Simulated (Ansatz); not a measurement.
Z-matrix (Å, degrees):
```
C
Ge 1 1.937
H 1 1.090 2 110.3
H 1 1.091 2 109.0 3 120.1
H 1 1.090 2 109.7 3 -120.5
Cl 2 2.165 1 109.7 3 68.7
C 2 2.007 1 110.6 3 -175.6
H 2 1.538 1 113.7 3 -50.5
O 7 1.200 2 120.6 1 39.0
H 7 1.114 2 118.5 1 -140.4
```

Charge 0, multiplicity 1.

**Question.** List the PBE/def2-TZVPP orbital energies in eV (Ansatz 0.2.0). (Best estimate.)

**Answer.** Computed: Occupied: -10805.25, -2738.72, -1338.57, -1192.02, -1191.98, -1191.97, -511.06, -271.67, -269.32, -249.28, -189.99, -189.81, -189.80, -163.18, -114.71, -114.58, -114.55, -30.53, -30.46, -30.44, -30.36, -30.35, -26.96, -20.17, -17.79, -15.45, -13.26, -11.53, -10.82, -10.61, -10.34, -9.99, -9.03, -8.75, -7.75, -7.38, -5.83. Lowest empty: -2.94, -0.79, 0.03, 0.38, 0.86, 1.87, 1.98, 2.16.
